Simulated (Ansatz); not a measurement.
Wavefunction ladder for `CC(F)[BH][AlH2]`

Cartesian coordinates in Å:
```
C 0.709 0.884 1.246
C -0.202 -0.165 0.667
F -1.195 0.578 -0.196
B 0.420 -1.207 -0.313
Al -0.730 -0.450 -1.929
H 1.343 0.414 2.001
H 0.137 1.683 1.719
H 1.353 1.323 0.481
H -0.852 -0.606 1.430
H 1.228 -1.984 0.096
H -2.103 -1.148 -2.336
H -0.108 0.679 -2.866
```

Charge 0, multiplicity 1. All single points use the PBE0-D4/def2-TZVP geometry. It is one conformer, not always the lowest. Frozen core, restricted reference, Ansatz. CBS rows extrapolate triple and quadruple zeta; past MP2 they add the triple-zeta difference.

```json
{"basis": "def2-SVP", "HF (Eh)": "-445.57250", "MP2 corr.": "-0.61235", "CCSD corr.": "?", "(T)": "?", "CCSD(T) total": "?"}
{"basis": "def2-TZVPP", "HF (Eh)": "-445.89287", "MP2 corr.": "?", "CCSD corr.": "-0.82604", "(T)": "?", "CCSD(T) total": "?"}
{"basis": "def2-QZVPP", "HF (Eh)": "-445.90934", "MP2 corr.": "-0.83214", "CCSD corr.": "–", "(T)": "–", "CCSD(T) total": "–"}
{"basis": "CBS(def2)", "HF (Eh)": "-445.91161", "MP2 corr.": "-0.87558", "CCSD corr.": "-0.92812", "(T)": "as TZ", "CCSD(T) total": "-446.86890"}
```

(1) Fill in the withheld values. (Estimate.)

Answers

(1) Computed: def2-SVP CCSD corr.: -0.67247; def2-SVP (T): -0.01727; def2-SVP CCSD(T) total: -446.26224; def2-TZVPP MP2 corr.: -0.77350; def2-TZVPP (T): -0.02917; def2-TZVPP CCSD(T) total: -446.74808.
